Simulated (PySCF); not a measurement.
Identify the unknown among the candidates.

All candidates are C8H7F.

| technique | computed result |
| --- | --- |
| UV, strongest line | among the 8 lowest singlet transitions: S3 at 5.31 eV (233 nm, f = 0.565) [TDDFT CAM-B3LYP/def2-SVPD] |
| Polarisability | 107.4 au [CAM-B3LYP/def2-SVPD] |
| NMR, other nuclei | isotropic shieldings of nuclei other than C and H, by class: 292 (1 F) ppm [GIAO PBE0/pcSseg-1] |
| 1H NMR | chemical shifts (computed TMS as zero) by class: 7.14 (1 H), 7.14 (1 H), 7.14 (1 H), 6.65 (1 H), 5.73 (1 H), 5.18 (1 H), 5.13 (1 H) ppm [GIAO PBE0/pcSseg-1] |
| 13C NMR | chemical shifts (computed TMS as zero) by class: 163.6 (1 C), 155.9 (1 C), 155.5 (1 C), 153.9 (1 C), 149.4 (1 C), 117.4 (1 C), 114.0 (1 C), 103.8 (1 C) ppm [GIAO PBE0/pcSseg-1] |
| Rotational structure | rotational constants A, B, C: 4.198, 0.767, 0.649 GHz [GFN2-xTB] |
| Triplet | lowest triplet excitation (Tamm–Dancoff): 2.62 eV [TDA CAM-B3LYP/def2-SVPD] |

The electronic properties come from PySCF, for the isolated species, density fitting. Levels stand in brackets. Geometry: GFN2-xTB, one conformer, isolated molecule. NMR values are class means; diastereotopic atoms form classes of their own.

**Question.** Which candidate is it?
A. `C=C1C=C/C1=C/C=C/F`
B. `C#C/C(F)=C\C=C/C=C`
C. `C=Cc1ccc(F)cc1`
D. `F[C@@]12[C@H]3C=C[C@@H]1[C@@H]2C=C3`
E. `C#C/C(F)=C/C=C/C=C`

**Answer.** A. It is `C=C1C=C/C1=C/C=C/F`. Numbering: `[CH2:1]=[C:2]1[CH:3]=[CH:4]/[C:5]1=[CH:6]/[CH:7]=[CH:8]/[F:9]`. Its formula, C8H7F, gives 5 degrees of unsaturation: 1 ring and 4 π bonds in the structure found. 8 carbons fall into 8 classes; from least to most shielded: vinylic C–F carbon [C8] (163.6 ppm), alkene CH carbon [C4] (155.9 ppm), fully substituted alkene carbon [C2] (155.5 ppm), alkene CH carbon [C3] (153.9 ppm), fully substituted alkene carbon [C5] (149.4 ppm), alkene CH carbon [C7] (117.4 ppm), alkene CH carbon [C6] (114.0 ppm), terminal =CH2 carbon [C1] (103.8 ppm). Hydrogen classes from least to most shielded: 1 H on an alkene CH carbon, C4 (7.14 ppm), 1 H on a vinylic C–F carbon, C8 (7.14 ppm), 1 H on an alkene CH carbon, C3 (7.14 ppm), 1 H on an alkene CH carbon, C7 (6.65 ppm), 1 H on an alkene CH carbon, C6 (5.73 ppm), 1 H on a terminal =CH2 carbon, C1 (5.18 ppm), 1 H on a terminal =CH2 carbon, C1 (5.13 ppm). The other shieldings belong to: 292 ppm, vinyl fluorine [F9]. The optimised geometry has point group Cs and is an asymmetric top.

The others, at the same levels:
- `C#C/C(F)=C\C=C/C=C` fails: its computed 13C shifts are 154.5 (1 C), 141.1 (1 C), 139.4 (1 C), 130.7 (1 C), 127.8 (1 C), 124.6 (1 C), 100.2 (1 C), 78.7 (1 C) ppm, 1H shifts are 7.11 (1 H), 7.06 (1 H), 6.52 (1 H), 6.37 (1 H), 5.65 (1 H), 5.61 (1 H), 3.49 (1 H) ppm and lowest triplet excitation (Tamm–Dancoff) is 2.25 eV (against 2.62 eV).
- `F[C@@]12[C@H]3C=C[C@@H]1[C@@H]2C=C3` fails: it has 5 carbon classes against 8; its computed 13C shifts are 138.8 (2 C), 124.0 (2 C), 114.9 (1 C), 59.6 (1 C), 50.1 (2 C) ppm, 1H shifts are 6.14 (2 H), 5.00 (2 H), 3.66 (2 H), 3.38 (1 H) ppm and rotational constant A is 2.531 GHz (against 4.198 GHz).
- `C=Cc1ccc(F)cc1` fails: its computed lowest triplet excitation (Tamm–Dancoff) is 3.24 eV (against 2.62 eV), strongest line among the 8 lowest singlet transitions is S5 at 6.71 eV (185 nm, f = 0.443) (against S3 at 5.31 eV) and static isotropic polarisability is 95.3 au (against 107.4 au).
- `C#C/C(F)=C/C=C/C=C` fails: its computed 13C shifts are 151.0 (1 C), 145.7 (1 C), 142.5 (1 C), 132.7 (1 C), 128.8 (1 C), 128.2 (1 C), 94.3 (1 C), 82.0 (1 C) ppm, 1H shifts are 6.90 (1 H), 6.73 (1 H), 6.43 (1 H), 6.16 (1 H), 5.67 (1 H), 5.61 (1 H), 3.17 (1 H) ppm and lowest triplet excitation (Tamm–Dancoff) is 2.19 eV (against 2.62 eV).

Each candidate is one conformer, not necessarily the lowest. The conformers computed, where there is a choice (atom-mapped SMILES and torsion angles):
- `[CH2:1]=[C:2]1[CH:3]=[CH:4]/[C:5]1=[CH:6]/[CH:7]=[CH:8]/[F:9]`: C5–C6–C7–C8 180°
- `[CH:1]#[C:2]/[C:3]([F:4])=[CH:5]\[CH:6]=[CH:7]/[CH:8]=[CH2:9]`: C3–C5–C6–C7 180°, C6–C7–C8–C9 180°
- `[CH2:1]=[CH:2][c:3]1[cH:4][cH:5][c:6]([F:7])[cH:8][cH:9]1`: C1–C2–C3–C4 180°
- `[CH:1]#[C:2]/[C:3]([F:4])=[CH:5]/[CH:6]=[CH:7]/[CH:8]=[CH2:9]`: C3–C5–C6–C7 180°, C6–C7–C8–C9 180°

The conformers of `F[C@@]12[C@H]3C=C[C@@H]1[C@@H]2C=C3` aren't listed.
